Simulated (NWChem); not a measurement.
# GaHBr$_{2}$; SMILES [GaH]([Br])[Br]

```xyz
4

Ga     0.0000     0.0000    -0.8005
H      0.0000     0.0000    -2.3619
Br    -1.9506     0.0000     0.4104
Br     1.9506     0.0000     0.4104
```
Atoms are numbered in this order, from 1.

Computed with NWChem. Coordinates come from a PBE-D3(BJ)/def2-SVP optimisation. Vzz is the largest principal value of the second derivative of the potential at the nucleus (NWChem prints the opposite sign); η is the asymmetry. Non-relativistic.

For level PBE0/def2-SVP:

| Property | Result |
|---|---|
| Vzz Ga1 (a.u.) | 1.981 |

### Question
What are these values for level PBE0/def2-TZVP?

### Answer
The vzz Ga1 (a.u.) comes out as 2.546.
